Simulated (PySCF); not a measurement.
Below is a simulated gas-phase C 1s photoelectron spectrum of `C[CH](C)[Ga@@H-]([NH3+])[F]`.

Every computed line was given a Gaussian of 0.4 eV full width at half maximum and an area set by the number of equivalent atoms; the highest printed point is 100. Method: delta-SCF UKS SCAN, pcX-2 on the ionised atom, pcseg-1 elsewhere, spin-free X2C in PySCF.

```
binding energy (eV)  intensity
              289.0          0
              289.1          1
              289.2          5
              289.3         16
              289.4         34
              289.5         51
              289.6         54
              289.7         40
              289.8         23
              289.9         14
              290.0         21
              290.1         46
              290.2         78
              290.3        100
              290.4         95
              290.5         67
              290.6         35
              290.7         14
              290.8          4
              290.9          1
```

Count the maxima, the lines and the sites behind this envelope.

The curve has 2 maxima (at 289.6 and 290.3 eV). Under it lie 3 lines from 3 inequivalent carbon sites. At this width some lines have no maximum of their own.

Decompose the envelope and assign each component. Numbering: `[CH3:1][CH:2]([CH3:3])[Ga@@H-:4]([NH3+:5])[F:6]`.

| position (eV) | relative area | line | atoms | environment |
| --- | --- | --- | --- | --- |
| 289.57 | 1 | C 1s | C2 | sp3 CH carbon |
| 290.27 | 1 | C 1s | C1 | methyl carbon |
| 290.40 | 1 | C 1s | C3 | methyl carbon |

What are the centre and the root-mean-square width of the whole band?

The area-weighted mean of the lines is 290.08 eV. Their own spread about it is 0.37 eV (rms) and each Gaussian has σ = 0.4/2.355 = 0.17 eV; the variances add, which gives 0.40 eV.

The listed C 1s values span 0.83 eV, from C2 (bonded to 2 C, H and Ga) to C3 (bonded to C and 3 H). Summing the Pauling electronegativity differences to the bonded atoms, each weighted by its formal bond order, gives -1.09 for the lowest site and -1.05 for the highest; no listed site has a larger sum than the highest.

The curve has no shake-up lines and no vibrational structure. The structure is a single PBE0-D3(BJ)/def2-SVP conformer in the gas phase; no vibrational or solvent corrections.

Conformer computed: `[CH3:1][CH:2]([CH3:3])[Ga@@H-:4]([NH3+:5])[F:6]`: C1–C2–Ga4–N5 -59°.
